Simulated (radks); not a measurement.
The neon ion Ne2+, configuration [He] 2s2 2p4. Calculated with a radial shooting solver on a logarithmic mesh with Libxc functionals: non-relativistic Kohn-Sham, LDA (Slater exchange, Perdew-Wang correlation), spin-unpolarised, spherical densities, point nucleus; hard spherical wall at 4 bohr.

Unscreened Slater integrals over Kohn-Sham orbitals (hartree). Empty in this configuration: 3s.

F0(2p,2p): 1.1359
F2(2p,2p): 0.51761
F0(2p,2s): 1.1056
G1(2p,2s): 0.66601
F0(2p,1s): 1.6134
G1(2p,1s): 0.20078
F0(2p,3s): 0.52614
G1(2p,3s): 0.057556
F0(2s,2s): 1.0880
F0(2s,1s): 1.5416
G0(2s,1s): 0.11975
F0(2s,3s): 0.52317
G0(2s,3s): 0.044862
F0(1s,1s): 5.9291
F0(1s,3s): 0.60079
G0(1s,3s): 0.022251
F0(3s,3s): 0.41145

Derived for the open shells (J is the average intra-shell exchange parameter used in DFT+U). 2p: J = F2/5 = 0.1035 hartree; in LS coupling 1D lies 6 F2/25 = 0.1242 hartree above 3P.
